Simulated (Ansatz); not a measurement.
Molecule: ZnCl2, charge -1, multiplicity 2. The spin state was set by rule; other spins were not relaxed. SMILES of the parent species: [Cl][Zn][Cl]
Structure (B3LYP-D3(BJ)/def2-TZVP (Ansatz, a quantum-chemistry and plane-wave program) minimum search):
```
Zn
Cl 1 2.3205
Cl 1 2.3205 2 118.40
```
Charge -1, spin multiplicity 2.

Parts of the frozen-core correlation energy in STO-3G (Ansatz, hartree). Frozen orbitals: 19; correlated occupied orbitals by spin: 14 and 13; virtual: 3 and 4. Open shells are spin-unrestricted. No spin-orbit coupling. Non-relativistic. The program attaches cautions to this run: large difference.

```csv
term,value
reference (HF),-2666.68537
MP2 opposite-spin,(withheld)
MP2 same-spin,(withheld)
CCSD correlation,-0.03393
(T),(withheld)
T1 diagnostic,0.007
largest doubles amplitude,0.426
<S^2> of the reference,1.761
```

Q: What belongs in the gaps?

A: 
- MP2 opposite-spin, value: -0.01903
- MP2 same-spin, value: -0.00198
- (T), value: -0.00157
